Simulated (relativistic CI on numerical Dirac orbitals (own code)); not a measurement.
## Cr2+ in a cubic cluster: 2p photoemission with charge transfer

Computed with a charge-transfer multiplet model of a cubic metal-ligand cluster with up to one ligand hole, Slater and spin-orbit integrals from Dirac-Coulomb-Breit ions, Slater integrals scaled by 0.8. The ground state mixes d4 with configurations of k ligand holes L, whose averages lie at kΔ + k(k − 1)U_dd/2; a core hole lowers each added d electron by U_cd. 20 K, Lorentzian 0.6 eV and Gaussian 0.8 eV FWHM.

Atomic integrals in eV (Slater integrals scaled, ζ unscaled), ground: F2dd 7.675, F4dd 4.768, zeta_d 0.027; with the core hole: F2dd 9.222, F4dd 5.777, zeta_d 0.047, zeta_core 5.620, F2cd 5.250, G1cd 3.901, G3cd 2.215.

Cluster parameters (eV): Δ = 7, U_dd = 6.4, 10Dq = 0.65, 10Dq(ligand) = 0.7, V(eg) = 2.15, V(t2g) = -0.94, final-state hopping factor = 1.

| Case | n_d | d4 | d5L | S |
| --- | --- | --- | --- | --- |
| U_cd = 5.3 eV | 4.18 | 0.82 | 0.18 | 2.00 |
| U_cd = 7.1 eV | 4.18 | 0.82 | 0.18 | 2.00 |
| U_cd = 7.7 eV | 4.18 | 0.82 | 0.18 | 2.00 |

Weights, n_d and S are thermal averages at 20 K. Binding energies count from the first peak over 30 % of the highest in each spectrum, which can be another peak from case to case. The parameters are a model scan and need not match a compound or its usual spin state. Peaks in eV (height, largest 100):
- U_cd = 5.3 eV: 0.0 (100), 4.4 (25), 7.6 (12), 10.5 (61)
- U_cd = 7.1 eV: 0.0 (100), 0.9 (84), 3.8 (34), 5.1 (33), 10.6 (67), 13.3 (15), 14.4 (15), 19.4 (6)
- U_cd = 7.7 eV: 0.0 (100), 0.9 (85), 3.8 (37), 5.1 (37), 10.7 (71), 13.3 (18), 14.4 (17), 19.5 (9)

Curve for U_cd = 7.1 eV (points under 2 left out, the grid thinned):

```csv
E (eV),Intensity
-3.5,2.1
-2.9,2.9
-2.3,4.4
-1.8,7.0
-1.2,16.9
-0.6,57.4
0.0,100.0
0.5,86.3
1.1,82.8
1.7,68.8
2.3,45.6
2.9,28.3
3.4,30.2
4.0,33.2
4.6,31.9
5.2,33.0
5.7,28.8
6.3,20.2
6.9,16.8
7.5,15.9
8.0,15.6
8.6,17.9
9.2,30.5
9.8,53.7
10.4,65.4
10.9,64.2
11.5,39.4
12.1,20.7
12.7,15.5
13.2,15.5
13.8,14.9
14.4,14.7
15.0,12.2
15.5,8.1
16.1,5.6
16.7,4.6
17.3,4.0
17.9,3.7
18.4,4.1
19.0,5.7
19.6,6.3
20.2,4.5
20.7,3.2
21.3,2.5
21.9,2.0
```

For the case U_cd = 7.1 eV, Δ = 7 eV is larger than U_dd = 6.4 eV, the Mott-Hubbard side of the Zaanen-Sawatzky-Allen scheme. With the core hole the configuration with one ligand hole lies at Δ − U_cd = 1.7, -0.1, -0.7 eV from the one without, in the order of the table; where this is negative the screened configuration lies lower, though the effective hopping of about 4.0 eV (from the holes of the mixed ground state) mixes the two strongly wherever it is as large as the gap.

With at most 1 ligand hole the space is cut while the next configuration still counts, so covalency is underestimated, and a final configuration with one more ligand hole, which can lie low, is missing from the spectra.
